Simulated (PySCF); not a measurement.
## A search over the determinants of Hg₂⁺

Unrestricted PBE0; basis Hg def2-SVPD with ECP60; scalar-relativistic core potentials; PySCF 2.14. Outer shells of the fragments: Hg+ 5d10 6s1; Hg 5d10 6s2.

Followed along the bond (rough minima from three points):

| 2Ms+1 | unpaired | ⟨S²⟩ at the start | R at minimum (Å) | Te (eV) |
| --- | --- | --- | --- | --- |
| 2 | σ ↑ | 0.76 | 2.86 | 0.00 |
| 4 | σ ↑↑, π ↑ | 3.75 | none in the scan | ≤ 6.22 |

Solutions found at the starting distance of 2.850 Å, counted from the lowest of them; the search is not exhaustive and high or unbound solutions are not listed, so other states can lie among these:

```csv
2Ms+1,unpaired,term,E (eV),⟨S²⟩,⟨Lz²⟩
2,σ ↑,²Σ⁺,0.00,0.76,0.00
2,π ↑,²Π,5.01,0.75,1.00
2,π ↑,²Π,5.81,0.75,1.00
4,"σ ↑↑, π ↑",⁴Π,6.32,3.75,1.01
4,σ ↑↑↑,⁴Σ⁺,6.36,3.75,0.00
```

A term symbol is given only where ⟨S²⟩ and ⟨Lz²⟩ are close to those of a pure state; real π, δ and φ orbitals otherwise mix terms, and g/u labels are left off.

Spin–orbit coupling is left out. Counting both spins, an empty level lies below a filled one in some of these solutions, because spin and occupation are held.
